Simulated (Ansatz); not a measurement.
Basis-set extrapolation for C2H5AlN2 (`C#[C][Al]([NH2])[NH2]`) (PBE0-D4/def2-TZVP geometry, frozen core, the Gaussian-basis code of Ansatz). Multiplicity 1, RHF reference.

```json
{"": "HF", "def2-TZVPP": "-429.594597", "def2-QZVPP": "-429.610951"}
{"": "MP2 correlation", "def2-TZVPP": "-0.800912", "def2-QZVPP": "-0.857201"}
{"": "CCSD(T) correlation", "def2-TZVPP": "-0.863791", "def2-QZVPP": "not run"}
```

Energies in hartree. Use E(X) = E(∞) + A·exp(−7.88·√X) for Hartree–Fock and E(X) = E(∞) + B·X^(−2.97) for correlation, with X = 3 and 4, and add CCSD(T) minus MP2 of the smaller set to the MP2 limit.

Q: What is the CCSD(T) energy at the basis-set limit?

A: HF limit: -429.610951 + (-0.016354) × 0.13774 = -429.61320. MP2 limit: -0.857201 + (-0.056289) × 0.74074 = -0.89890. Higher-order term: -0.863791 − (-0.800912) = -0.06288. Total: -430.57498 hartree, 306.1 kJ/mol below CCSD(T)/def2-TZVPP.
